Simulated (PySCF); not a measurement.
Z-matrix (Å, degrees):
```
Zr
F 1 1.8940
F 1 1.8940 2 108.79
F 1 1.8940 2 108.79 3 -118.38
Br 1 2.5017 2 110.15 3 120.81
```
Charge 0, multiplicity 1.

**Question.** Give the HOMO–LUMO gap, HOMO, dipole moment, LUMO and total energy at the level PBE-D3(BJ)/def2-TZVP // r2SCAN-D4/def2-SVP (PySCF).

**Answer.** 
```
Property              Result
-------------  -------------
HOMO–LUMO gap        5.19 eV
HOMO                -7.96 eV
dipole moment         0.01 D
LUMO                -2.77 eV
total energy   -2920.5723 Ha
```
